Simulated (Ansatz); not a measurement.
# Calibrating B2PLYP/def2-TZVPP on molecular compounds of Sb

The vertical ionisation energy (cation less neutral) in eV of 6 molecular compounds of Sb: x at B2PLYP/def2-TZVPP, y at CCSD(T)/def2-TZVPP. Shapes, held fixed at every level: PBE0-D4/def2-TZVP. Flexible molecules stand in one conformer, not always the lowest. Programs: Ansatz 0.2.0.

| molecule | x (eV) | y (eV) |
| --- | --- | --- |
| C4H14NSbSi (SMILES C[CH2][Sb]([SiH3])[N](C)C) | 7.40 | 7.50 |
| C2H9O2SbSi (SMILES C[O][Sb]([SiH3])[O]C) | 8.55 | ? |
| C2H8ClOSbSi (SMILES CC[O][Sb]([SiH3])[Cl]) | 8.81 | 8.91 |
| SbH2(CH3) | 9.27 | 9.28 |
| SiH3(SbH2) | 9.28 | 9.29 |
| SbH2Cl (SMILES [Cl][SbH2]) | 9.93 | 9.98 |

Fit y = c + s·x to the known rows and predict y for C2H9O2SbSi.


1. Means of the 5 rows: x = 8.9380, y = 8.992.
2. Σ(Δx)² = 3.5931, Σ(Δx·Δy) = 3.4828, so the slope is 3.4828/3.5931 = 0.9693.
3. Intercept: 8.992 − (0.9693) × 8.9380 = 0.328. The largest residual of the fit is 0.042.
4. C2H9O2SbSi: 0.328 + 0.9693 × 8.55 = 8.62 eV.

CCSD(T)/def2-TZVPP gives 8.66 eV, so the prediction is off by -0.04 eV, about the largest residual. Uncorrected, B2PLYP/def2-TZVPP misses C2H9O2SbSi by -0.11 eV, and the other rows by 0.05 on average. The line removes about 65 % of this miss. Left out in turn, the other rows are missed by 0.04 eV on average. Cations run unrestricted. For atoms past krypton def2 sets carry core potentials with scalar relativity. Outer-core shells of Sb are correlated, in sets that cover them unevenly.
